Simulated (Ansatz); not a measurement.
Q: Predict a relaxed structure of the cluster NiCl₂ (the lowest singlet isomer of a short search), charge 0, singlet, at PBE0-D4/def2-TZVP (Ansatz).

A: 
```xyz
3

Ni    0.142   -0.696    0.182
Cl    0.754    0.132   -1.562
Cl   -0.896    0.564    1.380
```
Point group C2v (tolerance 0.1 Å). The metal has 2 neighbours: Cl 2.03 Å, Cl 2.03 Å. This is one stationary point.

The restricted singlet is unstable: a solution with broken spin symmetry lies lower. The relaxation made no stability test and no search for a lower SCF solution. At PBE0-D4/def2-TZVP a triplet of charge 0 lies 1.50 eV below the restricted singlet, each at its own geometry. The structure comes from a short search, and lower isomers may exist.
